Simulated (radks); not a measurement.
All-electron atom: Ta LXI in [Ne] 3s2 3p1.

Method: non-relativistic Kohn-Sham, TPSS, spin-polarised, spherical densities, point nucleus; open shells are filled with parallel spins first (spin-orbit coupling, left out, can overturn this in heavy ions); meta-GGA in the generalised Kohn-Sham scheme; relativity is left out, which matters for an element this heavy; computed with a radial shooting solver on a logarithmic mesh with Libxc functionals.

Energy parts (eV):
part                      energy
total                 -291799.15
kinetic                291784.05
electron-nucleus      -605267.31
Hartree                 25352.02
exchange-correlation    -3667.90

Orbitals (lengths in bohr, moments of r in powers of bohr; r(90%) holds 90 % of the orbital's charge):
\begin{tabular}{lrrrr}
orbital & occ. & eigenvalue (eV) & r(90%) & <r^4> \\ \hline
1s up & 1 & -66837.72 & 0.0368 & 8.320e-07 \\
1s down & 1 & -66834.00 & 0.0368 & 8.319e-07 \\
2s up & 1 & -14736.76 & 0.132 & 0.0001264 \\
2s down & 1 & -14734.13 & 0.132 & 0.0001261 \\
2p up & 3 & -14369.15 & 0.118 & 0.00007893 \\
2p down & 3 & -14365.17 & 0.117 & 0.00007883 \\
3s up & 1 & -6142.793 & 0.292 & 0.003121 \\
3s down & 1 & -6126.351 & 0.292 & 0.003134 \\
3p up & 1 & -6006.557 & 0.281 & 0.002636 \\
3p down & 0 & -5990.103 & 0.282 & 0.002646 \\
3d up & 0 & -5806.278 & 0.248 & 0.001555 \\
3d down & 0 & -5793.586 & 0.248 & 0.001554 \\
4s up & 0 & -3340.784 & 0.517 & 0.03187 \\
4s down & 0 & -3335.682 & 0.518 & 0.03198 \\
4p up & 0 & -3281.798 & 0.509 & 0.02959 \\
4p down & 0 & -3276.918 & 0.510 & 0.02968 \\
\end{tabular}

The highest occupied level is 3p up at -6006.6 eV. The density falls to 0.001 e/bohr^3 at r = 0.57 bohr. Summed over all electrons, <r^2> = 0.1924 bohr^2, which gives a Langevin (diamagnetic) susceptibility term of -0.152 x 10^-6 cm^3/mol. The spin density at the nucleus is 4.665 e/bohr^3 (1s -4.161, 2s -0.851, 3s 9.677). Spin moment in Bohr magnetons: 1. For comparison, the ionisation energy in NIST's Atomic Spectra Database is 6502 eV (theoretical). In exact Kohn-Sham theory the highest level is minus the ionisation energy, but local and semilocal functionals leave it too shallow, through self-interaction and a potential that decays too fast; potentials with the right tail come closer. Virial ratio -V/T = 2.00005.
